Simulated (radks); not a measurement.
Values are calculated unless marked as measured or tabulated.
Spherical quantum dot in the effective-mass picture: electrons in a parabolic well V = omega^2 r^2 / 2 with omega = 0.434, with a point charge +1 (a donor) at the centre, all in effective atomic units (hartree* = m*/eps^2 hartree, bohr* = eps/m* bohr), one dielectric constant everywhere. Level of theory: non-relativistic Kohn-Sham, LDA (Slater exchange, Perdew-Wang correlation), spin-polarised, spherical densities (a radial shooting solver with Libxc functionals). Levels are named by radial order and angular momentum (1s, 1p, 1d, 2s, ...), and open shells are averaged over m.

N = 18, configuration 1s2 1p6 1d(up 5, down 3) 2s2. This is the lowest configuration that the search found. Occupied and some empty levels:

| level | occupation | eigenvalue (hartree*) | <r> (bohr*) |
|---|---|---|---|
| 1s up | 1 | 5.2150 | 2.155 |
| 1s down | 1 | 5.2243 | 2.113 |
| 1p up | 3 | 5.4595 | 3.357 |
| 1p down | 3 | 5.4759 | 3.351 |
| 2s up | 1 | 5.5866 | 3.082 |
| 2s down | 1 | 5.5979 | 3.114 |
| 1d up | 5 | 5.6621 | 3.809 |
| 1d down | 3 | 5.6792 | 3.814 |
| 1f up | 0 | 5.8885 | 4.143 |
| 1f down | 0 | 5.9050 | 4.153 |
| 2p up | 0 | 5.9687 | 3.536 |
| 2p down | 0 | 5.9793 | 3.540 |
| 1g up | 0 | 6.1382 | 4.424 |
| 1g down | 0 | 6.1535 | 4.436 |

Energy (hartree*): total 58.8090, kinetic 6.4097, external 15.025, Hartree 42.543, exchange-correlation -5.1691.
